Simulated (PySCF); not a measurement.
C2H4Cl2Si. Atoms are numbered in the order given.

```xyz
9

Si    -0.0481    -0.3921     0.0000
Cl     1.0619     0.1097     1.6775
Cl     1.0619     0.1097    -1.6775
C     -1.6467     0.5412     0.0000
C     -2.8286    -0.0904     0.0000
H     -0.2798    -1.8545     0.0000
H     -1.6203     1.6380     0.0000
H     -2.9008    -1.1842     0.0000
H     -3.7798     0.4531     0.0000
```
Charge 0, spin multiplicity 1.

Geometry: B3LYP-D3(BJ)/def2-SVP. The values are those of a single conformer.

These are TDA-PBE/def2-SVPD (PySCF) values and carry that method's errors.

Vertical excitations. Isolated molecule, no solvent. State labels are in the subgroup Cs.

Computed UV-visible absorptions:
```csv
state,symmetry,energy (eV),λ (nm),f,main pairs
S1,A",5.54,224,0.001,HOMO−1→LUMO 97 %
S2,A',5.70,218,0.023,"HOMO−2→LUMO 78 %, HOMO→LUMO 20 %"
S3,A',5.98,207,0.041,"HOMO−4→LUMO 75 %, HOMO→LUMO 14 %"
S4,A",6.14,202,0.011,HOMO−3→LUMO 96 %
S5,A",6.53,190,0.005,HOMO→LUMO+1 97 %
S6,A',6.78,183,0.012,HOMO−1→LUMO+1 96 %
S7,A",6.95,178,0.000,HOMO−5→LUMO 97 %
S8,A',7.10,175,0.238,"HOMO→LUMO+2 38 %, HOMO→LUMO 29 %, HOMO−4→LUMO 11 %, HOMO−2→LUMO 6 %"
S9,A",7.26,171,0.025,"HOMO−2→LUMO+1 75 %, HOMO−4→LUMO+1 19 %"
S10,A",7.44,167,0.020,"HOMO−4→LUMO+1 74 %, HOMO−2→LUMO+1 14 %"
T1,A',4.27,291,0,HOMO→LUMO 89 %
T2,A",5.23,237,0,HOMO−1→LUMO 98 %
T3,A',5.62,220,0,HOMO−2→LUMO 90 %
T4,A',5.91,210,0,HOMO−4→LUMO 91 %
```
Triplets are in the Tamm–Dancoff approximation.
